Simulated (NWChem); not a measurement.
System: BaH2S2; SMILES [SH][Ba][SH]

Excerpt of the output:

```
             Northwest Computational Chemistry Package (NWChem) 7.3.0
             --------------------------------------------------------

 C2V symmetry detected

                             Geometry "geometry" -> ""
                             -------------------------

 Output coordinates in angstroms (scale by  1.889725989 to convert to a.u.)

  No.       Tag          Charge          X              Y              Z
 ---- ---------------- ---------- -------------- -------------- --------------
    1 Ba                  56.0000     0.00000000     0.00000000     0.58233222
    2 S                   16.0000     2.39154984     0.00000000    -1.02433178
    3 H                    1.0000     3.19256520     0.00000000     0.08400622
    4 S                   16.0000    -2.39154984     0.00000000    -1.02433178
    5 H                    1.0000    -3.19256520     0.00000000     0.08400622

 Effective nuclear repulsion energy (a.u.)     391.2423703152

      Symmetry information
      --------------------

 Group name             C2v
 Group number             16
 Group order               4
 No. of unique centers     3

                                 NWChem DFT Module
                                 -----------------

 Summary of "ao basis" -> "ao basis" (spherical)
 ------------------------------------------------------------------------------
       Tag                 Description            Shells   Functions and Types
 ---------------- ------------------------------  ------  ---------------------
 Ba                         def2-svp                 9       23   4s3p2d
 S                          def2-svp                 8       18   4s3p1d
 H                          def2-svp                 3        5   2s1p

      Symmetry analysis of basis
      --------------------------

        a1         28
        a2          8
        b1         22
        b2         11

            General Information
            -------------------
          SCF calculation type: DFT
          Wavefunction type:  closed shell.
          No. of atoms     :     5
          No. of electrons :    44
           Alpha electrons :    22
            Beta electrons :    22
          Charge           :     0
          Spin multiplicity:     1
          Use of symmetry is: on ; symmetry adaption is: on
          Maximum number of iterations: 150
          AO basis - number of functions:    69
                     number of shells:    31
          Convergence on energy requested:  1.00D-06
          Convergence on density requested:  1.00D-05
          Convergence on gradient requested:  5.00D-04

              XC Information
              --------------
                       M06-2X Method XC Functional
                     Hartree-Fock (Exact) Exchange  0.540
                        M06-2X Exchange Functional  1.000
                      M06-2X Correlation Potential  1.000

             Grid Information
             ----------------
          Grid used for XC integration:  medium
          Radial quadrature: Mura-Knowles
          Angular quadrature: Lebedev.
          Tag              B.-S. Rad. Rad. Pts. Rad. Cut. Ang. Pts.
          ---              ---------- --------- --------- ---------
          Ba                  2.15      123          12.0       590
          S                   1.00       88          13.0       590
          H                   0.35       45          14.0       434
          Grid pruning is: on
          Number of quadrature shells:   256
          Spatial weights used:  Erf1

      Superposition of Atomic Density Guess
      -------------------------------------

 Sum of atomic energies:        -823.17717468

      Non-variational initial energy
      ------------------------------

 Total energy =    -821.021661
 1-e energy   =   -1350.972439
 2-e energy   =     424.138028
 HOMO         =      -0.327324
 LUMO         =      -0.103931

      Symmetry analysis of molecular orbitals - initial
      -------------------------------------------------

  Numbering of irreducible representations:

     1 a1          2 a2          3 b1          4 b2

  Orbital symmetries:

     1 b1          2 a1          3 a1          4 b1          5 a1
     6 b1          7 a1          8 b1          9 b2         10 a2
    11 a1         12 b1         13 a1         14 a1         15 b2
    16 b1         17 a1         18 b1         19 a1         20 a2
    21 b2         22 b1         23 a1         24 b1         25 b2
    26 a1         27 a1         28 b2         29 a1         30 a2
    31 a1         32 b1

     ---------------------------------------------
      Total Density - Mulliken Population Analysis
     ---------------------------------------------

    Atom       Charge   Shell Charges
 -----------   ------   -------------------------------------------------------
    1 Ba  10     8.61   0.27  1.72  0.27 -0.01  5.01  0.97  0.08  0.23  0.08
    2 S   16    16.92   2.00  1.99  1.21  0.67  5.94  1.92  3.16  0.02
    3 H    1     0.77   0.57  0.18  0.03
    4 S   16    16.92   2.00  1.99  1.21  0.67  5.94  1.92  3.16  0.02
    5 H    1     0.77   0.57  0.18  0.03

   convergence    iter        energy       DeltaE   RMS-Dens  Diis-err
 ---------------- ----- ----------------- --------- --------- ---------
 d= 0,ls=0.0,diis     1   -822.7072513413 -9.29D+02  2.25D-02  3.62D-01
 d= 0,ls=0.0,diis     2   -822.7270632266 -1.98D-02  1.16D-02  3.39D-01
 d= 0,ls=0.0,diis     3   -822.7860860003 -5.90D-02  1.49D-03  2.40D-03
 d= 0,ls=0.0,diis     4   -822.7871178732 -1.03D-03  5.69D-04  2.76D-04
 d= 0,ls=0.0,diis     5   -822.7872522875 -1.34D-04  2.50D-04  3.59D-05
  Resetting Diis
 d= 0,ls=0.0,diis     6   -822.7872731610 -2.09D-05  6.60D-05  1.17D-06
 d= 0,ls=0.0,diis     7   -822.7872743213 -1.16D-06  1.32D-05  8.49D-08
 d= 0,ls=0.0,diis     8   -822.7872743666 -4.53D-08  2.96D-06  2.13D-08

         Total DFT energy =     -822.787274366563
      One electron energy =    -1355.999895032350
           Coulomb energy =      483.175517058654
    Exchange-Corr. energy =      -55.775646166129
 Nuclear repulsion energy =      105.812749773263

 Numeric. integr. density =       43.999991174454

                  Occupations of the irreducible representations
                  ----------------------------------------------

                     irrep           alpha         beta
                     --------     --------     --------
                     a1                9.0          9.0
                     a2                2.0          2.0
                     b1                8.0          8.0
                     b2                3.0          3.0

                       DFT Final Molecular Orbital Analysis
                       ------------------------------------

 Vector   20  Occ=2.000000D+00  E=-2.681409D-01  Symmetry=b1
              MO Center=  2.6D-13, -1.0D-18, -9.0D-01, r^2= 7.2D+00
   Bfn.  Coefficient  Atom+Function         Bfn.  Coefficient  Atom+Function
  ----- ------------  ---------------      ----- ------------  ---------------
    34      0.328029  2 S  px                57      0.328029  4 S  px
    36     -0.297727  2 S  pz                59      0.297727  4 S  pz
    17     -0.241829  1 Ba d  1              31      0.223607  2 S  px
    54      0.223607  4 S  px                33     -0.192302  2 S  pz
    56      0.192302  4 S  pz                 5      0.183145  1 Ba px

 Vector   21  Occ=2.000000D+00  E=-2.645877D-01  Symmetry=a2
              MO Center= -5.3D-13, -4.9D-16, -8.5D-01, r^2= 7.2D+00
   Bfn.  Coefficient  Atom+Function         Bfn.  Coefficient  Atom+Function
  ----- ------------  ---------------      ----- ------------  ---------------
    35      0.433793  2 S  py                58     -0.433793  4 S  py
    32      0.289623  2 S  py                55     -0.289623  4 S  py
    14      0.170827  1 Ba d -2              29      0.166835  2 S  py
    52     -0.166835  4 S  py                19      0.101679  1 Ba d -2

 Vector   22  Occ=2.000000D+00  E=-2.603802D-01  Symmetry=b2
              MO Center=  5.4D-13,  8.9D-16, -9.5D-01, r^2= 7.1D+00
   Bfn.  Coefficient  Atom+Function         Bfn.  Coefficient  Atom+Function
  ----- ------------  ---------------      ----- ------------  ---------------
    35      0.447956  2 S  py                58      0.447956  4 S  py
    32      0.293165  2 S  py                55      0.293165  4 S  py
    29      0.169351  2 S  py                52      0.169351  4 S  py
    12      0.139710  1 Ba py                15     -0.114700  1 Ba d -1
     6     -0.079283  1 Ba py                20     -0.047580  1 Ba d -1

 Vector   23  Occ=0.000000D+00  E=-6.700953D-02  Symmetry=a1
              MO Center= -1.6D-14, -1.9D-14,  2.3D+00, r^2= 8.2D+00
   Bfn.  Coefficient  Atom+Function         Bfn.  Coefficient  Atom+Function
  ----- ------------  ---------------      ----- ------------  ---------------
     4      0.719287  1 Ba s                 13      0.541373  1 Ba pz
     2     -0.316227  1 Ba s                  3      0.170303  1 Ba s
    18     -0.166849  1 Ba d  2              21      0.158223  1 Ba d  0
     7     -0.121208  1 Ba pz                10     -0.105763  1 Ba pz
    23     -0.088050  1 Ba d  2              16      0.087039  1 Ba d  0

 Vector   24  Occ=0.000000D+00  E=-2.754250D-02  Symmetry=b2
              MO Center= -2.6D-14, -3.1D-14,  1.7D+00, r^2= 8.0D+00
   Bfn.  Coefficient  Atom+Function         Bfn.  Coefficient  Atom+Function
  ----- ------------  ---------------      ----- ------------  ---------------
    12      0.694664  1 Ba py                15      0.468564  1 Ba d -1
    20      0.436321  1 Ba d -1               6     -0.128123  1 Ba py
     9     -0.128159  1 Ba py                35      0.028406  2 S  py
    58      0.028406  4 S  py

 Vector   25  Occ=0.000000D+00  E=-2.028684D-02  Symmetry=a1
              MO Center= -2.6D-14,  4.4D-14,  9.2D-01, r^2= 7.0D+00
   Bfn.  Coefficient  Atom+Function         Bfn.  Coefficient  Atom+Function
  ----- ------------  ---------------      ----- ------------  ---------------
    16      0.485248  1 Ba d  0              18      0.381330  1 Ba d  2
    21      0.369699  1 Ba d  0              13      0.353573  1 Ba pz
     3     -0.292480  1 Ba s                 23      0.234607  1 Ba d  2
     2      0.174532  1 Ba s                 10     -0.072570  1 Ba pz
     7     -0.066876  1 Ba pz                43      0.052949  3 H  s

     ---------------------------------------------
      Total Density - Mulliken Population Analysis
     ---------------------------------------------

    Atom       Charge   Shell Charges
 -----------   ------   -------------------------------------------------------
    1 Ba  10     9.14   0.27  1.71  0.27 -0.05  4.99  0.99  0.14  0.66  0.17
    2 S   16    16.47   2.00  1.99  1.19  0.72  5.93  1.76  2.86  0.03
    3 H    1     0.96   0.70  0.22  0.03
    4 S   16    16.47   2.00  1.99  1.19  0.72  5.93  1.76  2.86  0.03
    5 H    1     0.96   0.70  0.22  0.03

     -------------------------------------------
      Total Density - Lowdin Population Analysis
     -------------------------------------------

    Atom       Charge   Shell Charges
 -----------   ------   -------------------------------------------------------
    1 Ba  10     9.60   0.26  1.57  0.31  0.06  4.32  1.64  0.31  0.70  0.42
    2 S   16    16.18   2.00  1.95  0.97  0.71  5.82  1.89  2.81  0.04
    3 H    1     1.02   0.61  0.33  0.08
    4 S   16    16.18   2.00  1.95  0.97  0.71  5.82  1.89  2.81  0.04
    5 H    1     1.02   0.61  0.33  0.08

     Multipole analysis of the density
     ---------------------------------

     L   x y z        total         alpha         beta         nuclear
     -   - - -        -----         -----         ----         -------
     0   0 0 0     -0.000000    -22.000000    -22.000000     44.000000

     1   1 0 0      0.000000      0.000000      0.000000      0.000000
     1   0 1 0     -0.000000     -0.000000     -0.000000      0.000000
     1   0 0 1      3.886604     27.253614     27.253614    -50.620623

     2   2 0 0    -56.926933   -391.657288   -391.657288    726.387642
     2   1 1 0      0.000000      0.000000      0.000000      0.000000
     2   1 0 1      0.000000      0.000000      0.000000      0.000000
     2   0 2 0    -39.667911    -19.833955    -19.833955      0.000000
     2   0 1 1     -0.000000     -0.000000     -0.000000      0.000000
     2   0 0 2    -39.783501    -85.923231    -85.923231    132.062962
```

Level: M06-2X/def2-SVP with def2 effective core potentials on Ba. All runs use the structure optimised with PBE-D3(BJ)/def2-SVP. def2 effective core potentials on Ba; no spin-orbit coupling.

Q: Write an input that gives this output.

A: Several could match; the one computed here: the input that was run:
```
start job
memory heap 200 mb stack 900 mb global 1100 mb
geometry units angstroms noautoz
  Ba     0.000000     0.000000     0.522724
  S      2.391528     0.010222    -1.083940
  H      3.192527     0.015743     0.024398
  S     -2.391528    -0.010222    -1.083940
  H     -3.192527    -0.015743     0.024398
end
basis spherical
  Ba library def2-svp
  S library def2-svp
  H library def2-svp
end
ecp
  Ba library def2-ecp
end
dft
  xc m06-2x
  iterations 150
  mulliken
end
task dft energy
```
